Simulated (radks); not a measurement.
Cd+, 47 electrons, occupied as [Kr] 4d10 5s0.5 5p0.5 (fractional occupations, a model configuration).

All-electron calculation, scalar-relativistic Kohn-Sham, SCAN, spin-polarised, spherical densities, finite nucleus; open shells are filled with parallel spins first (spin-orbit coupling, left out, can overturn this in heavy ions); meta-GGA in the generalised Kohn-Sham scheme; Fermi nuclear charge, rms radius 4.6087 fm. Program: a radial shooting solver on a logarithmic mesh with Libxc functionals.

Energy parts (Ry):
| part | energy |
|---|---|
| total | -11190.50277 |
| kinetic | 11644.61343 |
| electron-nucleus | -27023.12282 |
| Hartree | 4498.06899 |
| exchange-correlation | -310.06236 |

Orbitals (lengths in bohr, moments of r in powers of bohr):
| orbital | occ. | eigenvalue (Ry) | <r^2> | <r^4> |
|---|---|---|---|---|
| 1s up | 1 | -1953.988 | 0.001250 | 4.072e-06 |
| 1s down | 1 | -1953.986 | 0.001250 | 4.072e-06 |
| 2s up | 1 | -291.8367 | 0.02041 | 0.0007170 |
| 2s down | 1 | -291.8370 | 0.02041 | 0.0007170 |
| 2p up | 3 | -261.6713 | 0.01611 | 0.0005159 |
| 2p down | 3 | -261.6708 | 0.01611 | 0.0005159 |
| 3s up | 1 | -55.43453 | 0.1461 | 0.03269 |
| 3s down | 1 | -55.43360 | 0.1461 | 0.03268 |
| 3p up | 3 | -45.44876 | 0.1476 | 0.03499 |
| 3p down | 3 | -45.44757 | 0.1476 | 0.03499 |
| 3d up | 5 | -29.89048 | 0.1333 | 0.03318 |
| 3d down | 5 | -29.88933 | 0.1333 | 0.03317 |
| 4s up | 1 | -8.72752 | 0.8801 | 1.163 |
| 4s down | 1 | -8.72787 | 0.8805 | 1.162 |
| 4p up | 3 | -5.78830 | 1.059 | 1.771 |
| 4p down | 3 | -5.78921 | 1.057 | 1.754 |
| 4d up | 5 | -1.59705 | 1.966 | 7.822 |
| 4d down | 5 | -1.58247 | 1.894 | 7.021 |
| 5s up | 0.5 | -1.04674 | 7.922 | 98.23 |
| 5p up | 0.5 | -0.59966 | 12.70 | 260.4 |

The highest occupied level is 5p up at -8.159 eV. The electron density at the nucleus is 1.636e+05 e/bohr^3 (large components only). The density falls to 0.001 e/bohr^3 at r = 4.01 bohr. The spin density at the nucleus is 13.82 e/bohr^3 (1s 0.05, 2s 0.08, 3s 0.04, 4s 0.42, 5s 13.24). Spin moment in Bohr magnetons: 1.

Empty levels of this run are not shown, since the potential may be unsettled where no density lies.
